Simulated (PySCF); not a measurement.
C3H5ClOSi, SMILES C1O[Si@@H](CC=1)Cl. Geometry optimised at B3LYP-D3(BJ)/def2-SVP. The structure was generated by enumeration; whether it is a known compound was not checked. Other conformers were not sampled.

Computed with B3LYP-D3(BJ)/def2-SVP in PySCF.

Harmonic wavenumbers (cm⁻¹): 86, 183, 254, 434, 473, 557, 660, 700, 733, 763, 775, 863, 875, 940, 953, 1055, 1103, 1186, 1207, 1356, 1407, 1678, 2290, 3030, 3084, 3198, 3220. Rotational constants (GHz): 4.765, 1.666, 1.484; symmetry number 1.

Q: Work out the zero-point energy and the ideal-gas rigid-rotor harmonic-oscillator thermochemistry at 298.15 K and 1 atm.

A: ZPE = ½ Σ hcν = ½ × 33066 cm⁻¹ = 47.27 kcal/mol. H − E(el) = 51.76 kcal/mol. Entropy in cal/(mol K): translation 40.28, rotation 27.70, vibration 12.06, total 80.04. G − E(el) = 27.89 kcal/mol. Cp = 24.52 cal/(mol K). Modes under 150 cm⁻¹ make the vibrational entropy uncertain.
